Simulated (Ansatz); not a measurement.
`C[S][GeH]` and `C[O][GeH]` differ in one element.

Ansatz, PBE0-D4/def2-TZVP geometries, multiplicity 1. 

Scalar relativity is left out up to krypton.

```csv
property,`C[S][GeH]`
zero-point energy (PBE0-D4/def2-TZVP) / kJ/mol,120.0
HOMO energy (PBE0/def2-TZVPP) / eV,-6.77
LUMO energy (ωB97M-V/def2-TZVPP) / eV,-0.39
LUMO energy (PBE0/def2-TZVPP) / eV,-2.32
HOMO–LUMO gap (PBE0/def2-TZVPP) / eV,4.45
size of the dipole moment (B3LYP/def2-TZVPP) / D,1.54
```

Q: Give the same properties after the change, and the shifts. (Best estimate.)

A: The calculation gave: 
```csv
property,`C[O][GeH]`,shift
zero-point energy (PBE0-D4/def2-TZVP) / kJ/mol,126.3,6.3
HOMO energy (PBE0/def2-TZVPP) / eV,-6.86,-0.09
LUMO energy (ωB97M-V/def2-TZVPP) / eV,-0.19,0.20
LUMO energy (PBE0/def2-TZVPP) / eV,-2.17,0.15
HOMO–LUMO gap (PBE0/def2-TZVPP) / eV,4.69,0.24
size of the dipole moment (B3LYP/def2-TZVPP) / D,0.85,-0.69
```

With PBE0 the HOMO falls by 0.09 eV and the LUMO rises by 0.15 eV, so the gap widens by about 0.24 eV. PBE moves the HOMO by -0.02 eV and ωB97M-V by -0.16 eV. Dipoles are sizes alone; their direction can turn.

B3LYP here is the variant with VWN-RPA as its local correlation; programs differ in this.
